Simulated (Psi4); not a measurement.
Torsional profile of SMILES C(C[SiH2][SeH])(C)(C)C, singlet. Scanned: dihedral C5–Si6–Se7–H21; all other coordinates were relaxed at GFN2-xTB. Points at φ and −φ are mirror images.

Geometry of the scan point at -80° (Å):
```
21

C     -1.8664    -0.9361     0.9033
C     -0.8070    -0.0909     0.1867
C     -1.2226     0.0967    -1.2718
C     -0.7116     1.2726     0.8702
C      0.5358    -0.8277     0.2704
Si     2.0378    -0.0040    -0.5521
Se     3.8346    -1.4310    -0.3012
H     -1.5992    -1.0839     1.9475
H     -2.8363    -0.4448     0.8669
H     -1.9621    -1.9124     0.4328
H     -0.5362     0.7643    -1.7867
H     -2.2204     0.5264    -1.3284
H     -1.2327    -0.8573    -1.7942
H     -1.6871     1.7535     0.8912
H     -0.0235     1.9245     0.3378
H     -0.3631     1.1656     1.8950
H      0.7728    -0.9981     1.3252
H      0.4161    -1.8209    -0.1731
H      2.4501     1.2549     0.0679
H      1.9436     0.1252    -2.0033
H      4.1348    -1.0660     1.0495
```

Calculation: PBE-D3(BJ)/def2-SVP // GFN2-xTB run with Psi4 1.11.

Scanned values (°): -160, -140, -120, -100, -80, -60, -40, -20, 0, 20, 40, 60, 80, 100, 120, 140, 160, 180.

Locate the minima and the barriers on this grid.

Lower than their neighbours: -60° (0.00 kcal/mol), 60° (0.00 kcal/mol), 180° (0.27 kcal/mol). Higher than their neighbours: -120° (0.93 kcal/mol), 0° (1.12 kcal/mol), 120° (0.93 kcal/mol). The whole profile spans 1.12 kcal/mol.
